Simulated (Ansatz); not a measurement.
C3H6O, SMILES `C=C(C)O` (C–C–O–H torsion 0°) (charge 0, multiplicity 1).

The numbers are results of BLYP/cc-pVTZ // B3LYP-D3(BJ)/def2-TZVP (Ansatz, a first-principles code), not measurements.

Ansatz 0.2 input:
```yaml
crystal:
  periodic: [false, false, false]
  atoms:
    - { symbol: C, position_ang: [1.345237, 0.138213, -0.121762] }
    - { symbol: C, position_ang: [0.019853, 0.262836, -0.073311] }
    - { symbol: C, position_ang: [-0.938298, -0.823494, 0.284343] }
    - { symbol: O, position_ang: [-0.646145, 1.425419, -0.350642] }
    - { symbol: H, position_ang: [1.817288, -0.804616, 0.107366] }
    - { symbol: H, position_ang: [1.988033, 0.968302, -0.38951] }
    - { symbol: H, position_ang: [-1.530052, -0.53279, 1.155425] }
    - { symbol: H, position_ang: [-1.635644, -0.997331, -0.53843] }
    - { symbol: H, position_ang: [-0.411661, -1.749244, 0.505401] }
    - { symbol: H, position_ang: [-0.008612, 2.112704, -0.57888] }
basis:
  gaussian: { orbitals: cc-pVTZ }
hamiltonian:
  xc: blyp
```

Output:

```
Functional definition: BLYP
1019 factors; their error is unknown
mean field evaluation 1: about -5241.5923 eV, gradient 8.1e1 eV
mean field evaluation 2: about -5224.2623 eV, gradient 1.1e2 eV
mean field evaluation 4: about -5254.9619 eV, gradient 1.5e1 eV
mean field evaluation 8: about -5255.4500 eV, gradient 3.1e-1 eV
mean field evaluation 16: about -5255.4262 eV, gradient 3.3e-4 eV
mean field -5255.42622503 eV, -193.1333515139 hartree, gradient 6.5e-5 eV, S^2 0.000000; 0 other end points of the search recorded, 0 dependent functions left out
reference -5255.42655420 eV, -193.1333636107 hartree; 16, 16 occupied and 188, 188 virtual orbitals, 1019 factors
Total energy: -5255.42655420 eV, -193.1333636107 hartree
```
